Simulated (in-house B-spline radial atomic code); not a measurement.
Values are calculated unless marked as measured or tabulated.
# Weak and strong correlation along the adiabatic connection

Two-electron singlets in several external potentials (atomic units), by full CI in B-splines with partial waves to l = 8 (correlation energies up to 0.6 % small). The repulsion is scaled by λ at fixed density; W(λ) is the mean repulsion less the Hartree energy, W(0) = E_x, and the area under W from 0 to 1 is E_xc.

Relative drop (W(λ) − E_x)/E_x:

```
                             system  λ = 0.12  λ = 0.25  λ = 0.4  λ = 0.6  λ = 0.8   λ = 1
−V exp(−r²/w²), V = 0.688, w = 9.51    0.0493    0.0905   0.1270   0.1632   0.1899  0.2105
    ω²r²/2 − Z/r, ω = 0.0392, Z = 1    0.0299    0.0579   0.0857   0.1165   0.1419  0.1630
  −Z/r, Z = 6.82, wall at 3.99 bohr    0.0028    0.0057   0.0090   0.0134   0.0177  0.0219
  −Z/r, Z = 1.81, wall at 6.42 bohr    0.0125    0.0252   0.0390   0.0558   0.0712  0.0853
 −Z exp(−kr)/r, Z = 1.58, k = 0.277    0.0166    0.0332   0.0507   0.0717   0.0903  0.1070
 −V exp(−r²/w²), V = 2.65, w = 13.3    0.0397    0.0748   0.1074   0.1413   0.1674  0.1882
  −Z/r, Z = 3.22, wall at 2.74 bohr    0.0062    0.0128   0.0201   0.0294   0.0383  0.0468
```

**Question.** Order the systems by how far second-order (GL2) theory, half the initial slope (estimated from the first points of each curve), overshoots the correlation energy, least first.
A. −V exp(−r²/w²), V = 2.65, w = 13.3
B. −Z/r, Z = 6.82, wall at 3.99 bohr
C. ω²r²/2 − Z/r, ω = 0.0392, Z = 1
D. −Z/r, Z = 3.22, wall at 2.74 bohr
E. −Z exp(−kr)/r, Z = 1.58, k = 0.277
F. −Z/r, Z = 1.81, wall at 6.42 bohr
G. −V exp(−r²/w²), V = 0.688, w = 9.51

**Answer.** B (GL2/E_c = 1.04), D (GL2/E_c = 1.09), F (GL2/E_c = 1.17), E (GL2/E_c = 1.22), C (GL2/E_c = 1.40), A (GL2/E_c = 1.58), G (GL2/E_c = 1.74).

**Question.** What else changes along this order?

**Answer.** The ratio follows the bend of the curve. With it the leading natural occupation goes from 1.999 to 1.834 and −T_c/E_c from 0.96 to 0.58 between the first and the last.
